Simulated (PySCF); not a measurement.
A side-by-side comparison of computed properties.

First species: C2H12NPSi2.
Numbering: `[CH3:1][N:2]([CH3:3])[Si@@H:4]([SiH3:5])[PH2:6]` (hydrogens: H7, H8, H9 on C1; H10, H11, H12 on C3; H13 on Si4; H14, H15, H16 on Si5; H17, H18 on P6)

Second species: C2H12NPSi2.
Structure used (GFN2-xTB), in Å, numbered top down from 1:
```xyz
18
C2H12NPSi2 angstrom
C     -2.1628   -1.3878    0.2319
C     -1.8098   -0.1126   -0.5206
Si    -0.1086    0.5945   -0.0367
P      0.3367    2.3662   -1.3398
N      1.1097   -0.5939   -0.3533
Si     2.8217   -0.4068   -0.5821
H     -3.1522   -1.7456   -0.0486
H     -2.1547   -1.2136    1.3052
H     -1.4453   -2.1755    0.0124
H     -1.8352   -0.3108   -1.5935
H     -2.5773    0.6381   -0.3268
H     -0.1189    0.9399    1.4018
H     -0.7198    3.1186   -0.8585
H      1.2232    2.9397   -0.4475
H      0.8123   -1.5416   -0.1856
H      3.5047   -0.2741    0.7119
H      3.0106    0.7984   -1.3838
H      3.2568   -1.6268   -1.2629
```

Levels: CAM-B3LYP/def2-SVPD for dipole moment, HOMO energy, LUMO energy, HOMO–LUMO gap, static isotropic polarisability and electronic spatial extent ⟨r²⟩ about the centre of nuclear charge; TDDFT CAM-B3LYP/def2-SVPD for lowest singlet excitation; TDA CAM-B3LYP/def2-SVPD for lowest triplet excitation (Tamm–Dancoff); GFN2-xTB for rotational constant A and rotational constant C. Geometries: GFN2-xTB. Each species is one conformer at its optimised geometry, gas phase, non-relativistic unless stated. Electronic properties by PySCF.

Dipoles, sizes and rotational constants follow the conformer. The torsions of the flexible species, by atom-mapped SMILES:
- `[CH3:1][N:2]([CH3:3])[Si@@H:4]([SiH3:5])[PH2:6]`: C1–N2–Si4–Si5 -151°, H–P6–Si4–N2 -168°, H–P6–Si4–N2 -75°
- `[CH3:1][CH2:2][Si@H:3]([PH2:4])[NH:5][SiH3:6]`: C1–C2–Si3–P4 176°, C2–Si3–N5–Si6 159°, H–P4–Si3–C2 64°, H–P4–Si3–C2 156°

Values for the first species:

| Quantity | Value |
| --- | --- |
| Dipole moment | 1.01 D |
| HOMO energy | -7.73 eV |
| LUMO energy | 0.79 eV |
| HOMO–LUMO gap | 8.52 eV |
| Lowest singlet excitation | 5.36 eV |
| Lowest triplet excitation (Tamm–Dancoff) | 5.10 eV |
| Static isotropic polarisability | 117.7 au |
| Electronic spatial extent ⟨r²⟩ about the centre of nuclear charge | 1391 bohr² |
| Rotational constant A | 1.654 GHz |
| Rotational constant C | 0.879 GHz |

Task: Estimate the same properties for the second species, and the change in each.

Result: 
| property | first | second | second less first |
| --- | --- | --- | --- |
| dipole moment | 1.01 D | 1.45 D | +0.44 D |
| HOMO energy | -7.73 eV | -8.37 eV | -0.64 eV |
| LUMO energy | 0.79 eV | 0.83 eV | +0.04 eV |
| HOMO–LUMO gap | 8.52 eV | 9.20 eV | +0.68 eV |
| lowest singlet excitation | 5.36 eV | 6.12 eV | +0.76 eV |
| lowest triplet excitation (Tamm–Dancoff) | 5.10 eV | 5.73 eV | +0.63 eV |
| static isotropic polarisability | 117.7 au | 110.7 au | -7.0 au |
| electronic spatial extent ⟨r²⟩ about the centre of nuclear charge | 1391 bohr² | 1506 bohr² | +115 bohr² |
| rotational constant A | 1.654 GHz | 1.854 GHz | +0.200 GHz |
| rotational constant C | 0.879 GHz | 0.793 GHz | -0.086 GHz |

On the first: No computed singlet falls in the visible range (750 to 380 nm, 1.65 to 3.26 eV); S1 lies 2.10 eV above its blue end. The 8 singlets span 5.36 to 6.87 eV, and their oscillator strengths add up to 0.41.

On the second: S1 lies 3.08 eV below the HOMO–LUMO gap; its leading configuration is HOMO→LUMO, weight 0.63. The vertical singlet–triplet gap S1 − T1 is 0.39 eV (TDDFT singlet less Tamm–Dancoff triplet; S1: HOMO→LUMO, weight 0.63; T1: HOMO→LUMO, weight 0.23, beside HOMO→LUMO+2, weight 0.23).
